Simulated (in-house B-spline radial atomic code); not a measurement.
# Ionising Ni IX (Ni8+) with different functionals

Computed with a radial B-spline atomic code at the basis-set limit: scalar-relativistic (spin-free X2C) Hamiltonian, Fermi nucleus of rms radius 3.7757 fm, spin-polarised at highest spin, spherical fractional occupations for the functionals, and exact exchange of hybrids averaged over the configuration. The ionisation energy is the difference of two self-consistent energies, [Ar] 3d2 → [Ar] 3d1, without Breit or QED terms; ε is the level of the shell that loses the electron (its least bound occupied spin orbital).

```json
{"method": "PBE0", "rung": "global hybrid", "ΔSCF (eV)": "192.71", "-ε(3d) (eV)": "181.65"}
{"method": "B3LYP", "rung": "global hybrid", "ΔSCF (eV)": "192.86", "-ε(3d) (eV)": "180.94"}
{"method": "TPSSh", "rung": "global hybrid", "ΔSCF (eV)": "192.49", "-ε(3d) (eV)": "178.94"}
{"method": "BHandHLYP", "rung": "global hybrid", "ΔSCF (eV)": "192.66", "-ε(3d) (eV)": "185.79"}
{"method": "r2SCAN0", "rung": "global hybrid", "ΔSCF (eV)": "192.59", "-ε(3d) (eV)": "181.71"}
{"method": "B97-1", "rung": "global hybrid", "ΔSCF (eV)": "192.70", "-ε(3d) (eV)": "180.96"}
{"method": "HSE06", "rung": "range-separated hybrid", "ΔSCF (eV)": "192.62", "-ε(3d) (eV)": "181.14"}
{"method": "wB97X", "rung": "range-separated hybrid", "ΔSCF (eV)": "192.40", "-ε(3d) (eV)": "183.52"}
{"method": "CAM-B3LYP", "rung": "range-separated hybrid", "ΔSCF (eV)": "192.80", "-ε(3d) (eV)": "182.95"}
{"method": "LC-wPBE", "rung": "range-separated hybrid", "ΔSCF (eV)": "192.69", "-ε(3d) (eV)": "183.21"}
```

Question: Among the functionals, which spreads more, the ΔSCF values or the orbital energies?

Answer: The orbital energies: ΔSCF values span about 0.46 eV and the orbital energies 6.85 eV; here energy differences depend much less on the functional than eigenvalues do.

Question: How do they compare with the NIST value?

Answer: NIST lists 193.2 eV ± 0.5 (semi-empirical, ground level to ground level). Errors run from -0.80 to -0.34 eV; all lie within about twice that uncertainty, so the table can't rank the methods.
